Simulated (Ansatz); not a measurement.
The same hydrogenolysis along the group F, Cl, Br, I.

Calculated with Ansatz (gas phase, PBE0-D4/def2-TZVP geometries, no zero-point term in ΔE). CBS: MP2 limit from def2 TZ/QZ plus the TZ coupled-cluster correction, frozen cores. This one scheme is used for every species. DFT in def2-TZVPP. Elements past krypton have def2 core potentials. For Br, I outer-core shells are correlated without core-valence functions, which leaves a few kJ/mol of doubt a bond. Scalar relativity is left out up to krypton.

```tsv
reaction	B97M-V (kJ/mol)	HF/CBS(def2) (kJ/mol)	CCSD(T)/CBS(def2) (kJ/mol)
`F[SiH2][SiH3]` + H₂ → `F[SiH3]` + SiH₄	-24	-57	-27
`[SiH3][SiH2]Cl` + H₂ → `[SiH3]Cl` + SiH₄	-18	-52	-20
`[SiH3][SiH2]Br` + H₂ → `[SiH3]Br` + SiH₄	-16	-50	-17
`[SiH3][SiH2]I` + H₂ → `[SiH3]I` + SiH₄	-13	-48	-13
```

Largest T1 diagnostic: 0.012, for `F[SiH2][SiH3]`.
